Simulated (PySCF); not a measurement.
Cartesian coordinates in Å; atom numbers follow the order of the lines, from 1:
```xyz
14

C    -1.6592    0.2545   -0.1517
C    -0.8855   -0.3412    1.0179
C     0.5241    0.2307    1.1611
Al    1.8400   -0.1461   -0.3547
H    -1.7733    1.3460   -0.0314
H    -2.6701   -0.1791   -0.2516
H    -1.1161    0.0969   -1.0974
H    -1.4918   -0.2048    1.9405
H    -0.8207   -1.4362    0.8713
H     0.9877   -0.1749    2.0824
H     0.4586    1.3253    1.3323
H     1.8436   -1.7735   -0.6486
H     1.4226    0.6540   -1.7394
H     3.3398    0.3479    0.1271
```

Total charge -1.

Geometry: PBE0-D3(BJ)/def2-SVP; GIAO absolute shieldings from PySCF, gas phase, non-relativistic, averaged over equivalent atoms.

At PBE0/pcSseg-0 (60 basis functions, 4.1 s wall time on 1 thread of an Arm Neoverse V1, shared host):
| atoms | σ (ppm) |
| --- | --- |
| C2 | 168.1 |
| C1 | 172.0 |
| C3 | 181.7 |
| Al4 | 454.7 |
| H12/H13/H14 | 28.55 |
| H8/H9 | 31.53 |
| H5/H6/H7 | 31.93 |
| H10/H11 | 33.26 |

Q: What do these become at PBE0/IGLO-III?

A: 
| atoms | σ at PBE0/IGLO-III | change |
| --- | --- | --- |
| C2 | 155.4 | -12.7 |
| C1 | 163.7 | -8.3 |
| C3 | 168.2 | -13.5 |
| Al4 | 456.6 | +1.9 |
| H12/H13/H14 | 27.66 | -0.89 |
| H8/H9 | 29.65 | -1.88 |
| H5/H6/H7 | 30.41 | -1.52 |
| H10/H11 | 31.57 | -1.69 |

The largest change is at C3 (sp3 CH2 bonded to Al). Cost: 249 basis functions, 26 s wall time on 1 thread of an Arm Neoverse V1, shared host. The order of the carbon signals is the same at both levels.
